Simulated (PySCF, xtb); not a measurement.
silicon dioxide molecule (O₂Si), SMILES O=[Si]=O.

Harmonic wavenumbers (cm⁻¹) from GFN2-xTB (xtb) at its own minimum, in rising order: 342, 342, 1180, 1695.

Q: What does PBE-D3(BJ)/def2-TZVP (PySCF 2.14.0) give at its own minimum? (An estimate is asked for; the answer gives what the named calculation found.)

A: 274, 274, 956, 1392. Paired by order, the mean absolute difference is 165 cm⁻¹ and the zero-point energies are 5.1 and 4.1 kcal/mol.
